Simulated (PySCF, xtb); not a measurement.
1-bromo-1-fluoropropa-1,2-diene (C3H2BrF), SMILES C=C=C(F)Br.

Harmonic wavenumbers (cm⁻¹) from GFN2-xTB in xtb at its own minimum, in rising order: 124, 234, 289, 365, 396, 588, 592, 884, 958, 968, 1283, 1428, 2075, 3071, 3080.

Question: What does PBE0-D3(BJ)/def2-SVP (PySCF) give at its own minimum? (Estimate from the structure and the level; the computed values follow.)

Answer: 146, 236, 334, 450, 481, 620, 663, 933, 999, 1089, 1318, 1480, 2118, 3135, 3227. Paired by order, the mean absolute difference is 60 cm⁻¹ and the zero-point energies are 23.4 and 24.6 kcal/mol.
